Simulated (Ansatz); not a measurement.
Compare A (`CO[SiH](Br)O[SiH3]`) with its isomer B (`CO[Si](O)([SiH3])Br`).

Isolated molecules relaxed with PBE0-D4/def2-TZVP in Ansatz; ΔE leaves out vibrations. CCSD(T)/CBS adds triple-zeta CCSD(T) − MP2 to the extrapolated MP2 energy (def2 sets, frozen cores). Functionals use def2-TZVPP. For Br outer-core shells are correlated without core-valence functions, which leaves a few kJ/mol of doubt a bond. Scalar relativity is left out up to krypton. Each species was taken in one conformer, which may not be the lowest.

Task: Which is lower in electronic energy at CCSD(T)/CBS, and by how much? (An estimate is asked.)

Result: The calculation gave: A, by 25.6 kcal/mol.

Task: Give E(B) − E(A) in kcal/mol with CCSD(T)/def2-TZVPP, HF/def2-TZVPP, B2PLYP, MP2/def2-TZVPP, PBE0-D4, PBE-D4, ωB97M-V. (An estimate is asked.)

Result: Computed: CCSD(T)/def2-TZVPP 25.7, HF/def2-TZVPP 32.9, B2PLYP 26.6, MP2/def2-TZVPP 27.2, PBE0-D4 21.0, PBE-D4 18.4, ωB97M-V 25.7. None reverses the order clearly.

Largest T1 diagnostic: 0.011.

In def2-TZVPP, CCSD(T) changes the Hartree–Fock value by −7.2 kcal/mol (the triples alone add −1.1 kcal/mol) and MP2 by −5.7 kcal/mol. From PBE to PBE0 (25 % exact exchange), in def2-TZVPP and without D4, E(B) − E(A) moves by +2.5 kcal/mol.
